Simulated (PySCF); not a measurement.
# Correlation energy of Bi³⁺ (bismuth, charge +3)

[Xe] 4f14 5d10 6s2, closed-shell 1S. Computed with PySCF 2.14 in aug-cc-pVTZ-DK3 (9s8p6d3f, 84 functions), with the spin-free X2C one-electron Hamiltonian (Gaussian nucleus). Frozen: [Xe] 4f14 5d10; 2 electrons correlated.

With two correlated electrons CCSD is exact within the correlated space (frozen core and kept virtual orbitals).

| level | correlation energy (mhartree) |
| --- | --- |
| CCSD | -27.52 |

Diagnostics: T1 = 0.0017, D1 = 0.0025, largest double amplitude 0.075.

Problem. Is a single reference adequate?

Solution. Mostly. T1 lies below 0.03, but a double amplitude of this size points to a near-degeneracy that CCSD handles and MP2 describes poorly.
